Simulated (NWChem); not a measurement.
Molecule: Si₂H₄OClF; SMILES O[Si@@H](Cl)[SiH2]F

```xyz
9

O      1.8909     0.5145    -0.4604
Si     0.4913     0.4689     0.4238
Cl    -0.7570     2.0675    -0.0553
Si    -0.7217    -1.4138    -0.2410
F      0.0666    -2.7758     0.1890
H      2.5444     1.1840    -0.2329
H      0.7724     0.5875     1.8842
H     -2.0524    -1.4158     0.4313
H     -0.8961    -1.4072    -1.7208
```
Atoms are numbered in this order, from 1.

Results from NWChem. Structure relaxed at the PBE0/def2-SVP level. Hybrids' shares of exact exchange are those that their runs print; pure functionals count as 0. The functionals differ in more than this share.

```csv
row,share of exact exchange,highest occupied level (eV)
PBE/def2-TZVP,0.00,-7.03
BLYP/def2-TZVP,0.00,-6.92
B3LYP/def2-TZVP,0.20,-8.10
PBE0/def2-TZVP,0.25,-8.29
PW6B95/def2-TZVP,0.28,withheld
```

**Question.** Fit a straight line of the last column on the one before it, predict the withheld value, and compare with the run.

**Answer.** 
1. Means of the 4 shown rows: x = 0.113, y = -7.585. Slope Σ(x − x̄)(y − ȳ)/Σ(x − x̄)² = -0.2792/0.05188 = -5.383; intercept -6.979.
2. The shown rows scatter about the line by 0.048 (root mean square); the largest residual is +0.06, at BLYP/def2-TZVP.
3. At x = 0.28 (PW6B95/def2-TZVP; beyond the shown range) the line gives -8.49.
4. The run gives -8.38, +0.11 from the line, 2.3 times the scatter.
